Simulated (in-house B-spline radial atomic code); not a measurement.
Results of a calculation; reference values are marked as such.
Weak and strong correlation along the adiabatic connection

Two-electron singlets in several external potentials (atomic units), by full CI in B-splines with partial waves to l = 8 (correlation energies up to 0.6 % small). The repulsion is scaled by λ at fixed density; W(λ) is the mean repulsion less the Hartree energy, W(0) = E_x, and the area under W from 0 to 1 is E_xc.

Relative drop (W(λ) − E_x)/E_x:

```csv
system,λ = 0.12,λ = 0.25,λ = 0.4,λ = 0.6,λ = 0.8,λ = 1
"−V exp(−r²/w²), V = 4.89, w = 9.18",0.0278,0.0540,0.0799,0.1087,0.1324,0.1522
"−Z/r, Z = 0.542, wall at 6.82 bohr",0.0352,0.0666,0.0963,0.1279,0.1529,0.1732
"−Z exp(−kr)/r, Z = 9.52, k = 0.64",0.0020,0.0040,0.0064,0.0096,0.0127,0.0157
"−Z/r, Z = 3.75",0.0053,0.0108,0.0170,0.0250,0.0327,0.0401
"−Z exp(−kr)/r, Z = 1.53, k = 0.0634",0.0159,0.0317,0.0486,0.0688,0.0869,0.1032
"−V exp(−r²/w²), V = 13.3, w = 1.8",0.0096,0.0195,0.0303,0.0439,0.0564,0.0681
"ω²r²/2 − Z/r, ω = 0.151, Z = -0.5",0.0554,0.1013,0.1410,0.1794,0.2069,0.2276
```

Order the systems by how far second-order (GL2) theory, half the initial slope (estimated from the first points of each curve), overshoots the correlation energy, least first.
A. −Z/r, Z = 3.75
B. −V exp(−r²/w²), V = 4.89, w = 9.18
C. −Z exp(−kr)/r, Z = 1.53, k = 0.0634
D. −Z/r, Z = 0.542, wall at 6.82 bohr
E. ω²r²/2 − Z/r, ω = 0.151, Z = -0.5
F. −V exp(−r²/w²), V = 13.3, w = 1.8
G. −Z exp(−kr)/r, Z = 9.52, k = 0.64

G (GL2/E_c = 1.03), A (GL2/E_c = 1.07), F (GL2/E_c = 1.13), C (GL2/E_c = 1.21), B (GL2/E_c = 1.40), D (GL2/E_c = 1.54), E (GL2/E_c = 1.79).

What else changes along this order?

The ratio follows the bend of the curve. With it the leading natural occupation goes from 1.999 to 1.807 and −T_c/E_c from 0.97 to 0.55 between the first and the last.
